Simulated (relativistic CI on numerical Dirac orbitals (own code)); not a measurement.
**Fe2+ in a cubic cluster: 2p photoemission with charge transfer**

Computed with a charge-transfer multiplet model of a cubic metal-ligand cluster with up to 2 ligand holes, Slater and spin-orbit integrals from Dirac-Coulomb-Breit ions, Slater integrals scaled by 0.8. The ground state mixes d6 with configurations of k ligand holes L, whose averages lie at kΔ + k(k − 1)U_dd/2; a core hole lowers each added d electron by U_cd. 300 K, Lorentzian 0.6 eV and Gaussian 0.8 eV FWHM.

Atomic integrals in eV (Slater integrals scaled, ζ unscaled), ground: F2dd 8.723, F4dd 5.416, zeta_d 0.049; with the core hole: F2dd 10.208, F4dd 6.385, zeta_d 0.075, zeta_core 8.130, F2cd 5.984, G1cd 4.514, G3cd 2.566.

Cluster parameters (eV): U_dd = 5.9, U_cd = 6.6, 10Dq = 1.45, 10Dq(ligand) = 0.7, V(eg) = 2.85, V(t2g) = -1.55, final-state hopping factor = 1.

| Case | n_d | d6 | d7L | d8L2 | S |
| --- | --- | --- | --- | --- | --- |
| Δ = 1.9 eV | 6.67 | 0.42 | 0.49 | 0.09 | 0.01 |
| Δ = 2.9 eV | 6.59 | 0.48 | 0.45 | 0.07 | 0.01 |
| Δ = 4.9 eV | 6.44 | 0.60 | 0.36 | 0.04 | 0.02 |

Weights, n_d and S are thermal averages at 300 K. Binding energies count from the first peak over 30 % of the highest in each spectrum, which can be another peak from case to case. The parameters are a model scan and need not match a compound or its usual spin state. Peaks in eV (height, largest 100):
- Δ = 1.9 eV: 0.0 (100), 2.9 (11), 4.9 (5), 12.8 (49)
- Δ = 2.9 eV: 0.0 (100), 3.0 (11), 12.7 (49)
- Δ = 4.9 eV: 0.0 (100), 3.1 (12), 10.1 (15), 12.8 (46), 22.7 (7)

Curve for Δ = 2.9 eV (points under 2 left out, the grid thinned):

```tsv
E (eV)	Intensity
-2.9	2.0
-2.4	3.0
-1.8	5.4
-1.3	11.6
-0.8	34.6
-0.2	95.2
0.3	78.9
0.9	25.0
1.4	11.8
1.9	9.9
2.5	10.6
3.0	11.3
3.5	9.3
4.1	5.3
4.6	4.7
5.1	4.9
5.7	4.2
6.2	3.1
6.8	2.4
7.3	2.3
7.8	2.4
8.4	3.0
8.9	4.6
9.4	7.5
10.0	9.9
10.5	10.9
11.0	11.1
11.6	13.4
12.1	25.9
12.7	48.6
13.2	33.8
13.7	17.1
14.3	13.1
14.8	10.2
15.3	7.7
15.9	4.2
16.4	2.4
21.8	2.4
22.4	3.9
22.9	4.2
23.5	4.1
24.0	4.3
24.5	3.9
25.1	2.8
25.6	2.0
```

For the case Δ = 4.9 eV, Δ = 4.9 eV is smaller than U_dd = 5.9 eV, the charge-transfer side of the Zaanen-Sawatzky-Allen scheme. With the core hole the configuration with one ligand hole lies at Δ − U_cd = -4.7, -3.7, -1.7 eV from the one without, in the order of the table; where this is negative the screened configuration lies lower, though the effective hopping of about 5.3 eV (from the holes of the mixed ground state) mixes the two strongly wherever it is as large as the gap.
